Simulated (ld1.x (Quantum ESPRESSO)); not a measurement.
# phosphorus, TM: configuration errors across variants

phosphorus (P), norm-conserving Troullier–Martins (Kleinman–Bylander form), made with ld1.x (Quantum ESPRESSO) 7.5 (LDA (PZ), non-relativistic). Core [Ne], reference 3s2 3p2.5 (charge +0.5). Waves: 3s (bound): rc 1.25 bohr; 3p (bound): rc 1.65 bohr; 3d channel at 0.3 Ry: rc 1.35 bohr. Local part: all-electron potential smoothed inside 1.45 bohr (lloc = -1). Core correction: Bessel-smoothed model core inside 1.00 bohr.

All-electron excitation energies from the reference (eV): (1) 3s2 3p3 -3.827; (2) 3s2 3p2 6.006; (3) 3s2 3p1 25.268; (4) 3s1 3p4 4.580; (5) 3s1 3p3 14.982; (6) 3s2 3p3.3 -5.166; (7) 3s1 3p0 107.237; (8) 3s2 3p2.5 spin -1.177; (9) 3s2 3p3 spin -5.337.

Spin tests fill each open shell by Hund’s rule, majority spin first.

A true bound ghost makes a file unfit for plane-wave use even where its test errors are small: the radial tests pick states by their node count and pass the ghost by.

Errors AE − PS in meV (a dash: test not solved or not reliable):

```tsv
change	(1)	(2)	(3)	(4)	(5)	(6)	(7)	(8)	(9)	bound ghosts
base	+0.9	+1.7	+24	-2.1	+1.5	+1.9	+210	+14	+18	none
wave 3p (bound): rc 1.65 bohr becomes 3p (bound): rc 1.06 bohr	+1.0	+1.6	+19	+0.2	+6.2	+2.1	+122	-1.4	+0.9	p
wave 3p (bound): rc 1.65 bohr becomes 3p (bound): rc 1.26 bohr	+1.0	+1.7	+22	+0.5	+5.2	+2.0	+167	+3.2	+6.1	none
wave 3p (bound): rc 1.65 bohr becomes 3p (bound): rc 1.34 bohr	+1.0	+1.7	+23	-0.1	+4.3	+2.0	+178	+5.8	+9.1	none
wave 3p (bound): rc 1.65 bohr becomes 3p (bound): rc 1.50 bohr	+0.9	+1.7	+24	-1.6	+2.3	+1.9	+201	+12	+16	none
wave 3p (bound): rc 1.65 bohr becomes 3p (bound): rc 1.70 bohr	+0.9	+1.7	+25	-2.3	+1.3	+1.9	+213	+15	+19	none
wave 3p (bound): rc 1.65 bohr becomes 3p (bound): rc 1.90 bohr	+0.9	+1.7	+24	-2.2	+1.4	+1.9	+211	+14	+19	none
wave 3p (bound): rc 1.65 bohr becomes 3p (bound): rc 2.12 bohr	+0.9	+1.7	+23	-1.6	+2.5	+1.9	+196	+12	+16	none
wave 3p (bound): rc 1.65 bohr becomes 3p (bound): rc 2.32 bohr	+0.9	+1.6	+21	-0.7	+4.2	+1.9	+172	+9.1	+13	none
wave 3p (bound): rc 1.65 bohr becomes 3p (bound): rc 2.48 bohr	+0.9	+1.5	+19	-0.2	+5.4	+1.8	+153	+7.4	+11	none
```

Problem. Give the same row for: wave 3p (bound): rc 1.65 bohr becomes 3p (bound): rc 2.02 bohr.

Solution. +0.9, +1.7, +24, -1.9, +1.9, +1.9, +205, +13, +18; bound ghosts: none.
